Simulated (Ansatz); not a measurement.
Wavefunction ladder for C2H4Br2 (`CC(Br)Br`)

Z-matrix (Å, degrees):
```
C
C 1 1.502
H 1 1.090 2 110.9
H 1 1.092 2 109.6 3 120.2
H 1 1.092 2 109.6 3 -120.2
Br 2 1.940 1 111.0 3 61.9
Br 2 1.940 1 111.0 3 -61.9
H 2 1.085 1 113.1 3 -180.0
```

Charge 0, multiplicity 1. Correlated methods include outer-core shells of Br, which these sets cover unevenly. Scalar relativity is left out up to krypton. The geometry is a stationary point of PBE0-D4/def2-TZVP. Frozen core, restricted reference, the Gaussian-basis code of Ansatz.

```csv
basis,HF (Eh),MP2 corr.,CCSD corr.,(T),CCSD(T) total
def2-SVP,-5222.20178,-0.75233,-0.77716,-0.02093,-5222.99987
def2-TZVPP,-5222.92292,?,?,?,?
def2-QZVPP,-5223.02527,?,–,–,–
```

Fill in the withheld values. (Best estimate.)

Computed: def2-TZVPP MP2 corr.: -0.90637; def2-TZVPP CCSD corr.: -0.93154; def2-TZVPP (T): -0.03577; def2-TZVPP CCSD(T) total: -5223.89023; def2-QZVPP MP2 corr.: -1.56410.
